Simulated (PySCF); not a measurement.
`O=C1C[C@@H](Cl)[C@H]1C(F)(F)F`. Computed geometry: GFN2-xTB, gas phase.

```
atom  x, y, z in Å
O1     0.5902    0.2440   -2.3802
C2     0.5852    0.0430   -1.2107
C3     1.5932    0.1548   -0.0935
C4     0.6362   -0.6434    0.8079
Cl5    0.3114    0.0531    2.4094
C6    -0.4834   -0.5232   -0.2544
C7    -1.5941    0.4773    0.0273
F8    -2.3827    0.6218   -1.0446
F9    -2.3887    0.0900    1.0318
F10   -1.1358    1.6950    0.3343
H11    1.7129    1.1894    0.2288
H12    2.5768   -0.2705   -0.2796
H13    0.9408   -1.6772    0.9654
H14   -0.9626   -1.4545   -0.5639
```

Question: Where is the centre of mass (commonest isotopes), and what is the radius of gyration?

Answer: Mass 171.990 u; centre at (-0.458, 0.252, 0.256) Å; Rg = √(Σ m r²/M) = 2.047 Å. As Ia + Ib + Ic = 2 Σ m r², the three principal moments sum to 1442.0 u·Å².

Question: What is the repulsion energy of the bare nuclei, Σ ZA·ZB/RAB?

Answer: 678.55 Eh over 91 pairs, with full nuclear charges and distances in bohr; the largest single term is 30.39 Eh (C4 with Cl5).

Question: Which two atoms are farthest apart?

Answer: F9···H12, 5.15 Å; the next longest distance is 5.10 Å.

Question: Work out the bond lengths C4–C6, C4–H13, C6–H14, C7–F8, C7–F10 in Å.

Answer: For C4–C6 the difference vector is (-1.1196, 0.1202, -1.0623) Å, of length 1.5480 Å. C4–C6 1.548; C4–H13 1.089; C6–H14 1.092; C7–F8 1.339; C7–F10 1.337 Å.

Question: Give the dihedral angles H12–C3–C4–C6, H11–C3–C4–H13, Cl5–C4–C6–C2.

Answer: H12–C3–C4–C6 -129° (anticlinal); H11–C3–C4–H13 -143° (anticlinal); Cl5–C4–C6–C2 129° (anticlinal). Dihedral signs follow IUPAC: positive where, seen along the central bond, the front bond turns clockwise onto the rear one.

Question: How far are the heavy atoms from their best plane (unweighted least squares)?

Answer: 0.547 Å rms; O1 0.05, C2 0.05, C3 0.38, C4 0.53, Cl5 0.21, C6 0.75, C7 0.01, F8 0.13, F9 0.47, F10 1.31 Å (magnitudes).

Question: How far apart are these pairs, which share no bond: O1···H14, C4···H14, C6···F8, F9···H11, F9···H13?

Answer: O1···H14 2.932 Å (3 bonds apart); C4···H14 2.257 Å (2 bonds apart); C6···F8 2.354 Å (2 bonds apart); F9···H11 4.322 Å (5 bonds apart); F9···H13 3.770 Å (4 bonds apart).

Question: What are the angles C2–C3–H12, C4–C3–H11, F8–C7–F10, F8–C7–F9?

Answer: From the scalar product of the two bond vectors; for C2–C3–H12 it is -0.7360 Å² over 1.5089 × 1.0876 Å², cos θ = -0.4485. C2–C3–H12 116.6°; C4–C3–H11 112.8°; F8–C7–F10 106.7°; F8–C7–F9 106.4°.

Question: Write the matrix of distances between heavy atoms (Å, lower triangle).

Answer: 
```
O1    0.000
C2    1.187  0.000
C3    2.499  1.509  0.000
C4    3.310  2.133  1.538  0.000
Cl5   4.802  3.630  2.814  1.776  0.000
C6    2.502  1.542  2.190  1.548  2.839  0.000
C7    3.259  2.544  3.206  2.615  3.080  1.521  0.000
F8    3.281  3.028  4.115  3.761  4.417  2.354  1.339  0.000
F9    4.532  3.725  4.138  3.121  3.031  2.379  1.338  2.143  0.000
F10   3.529  2.842  3.163  2.972  3.016  2.386  1.337  2.147  2.152  0.000
```

Whether it is a minimum is left open (no frequencies). The numbers are those of one conformer.
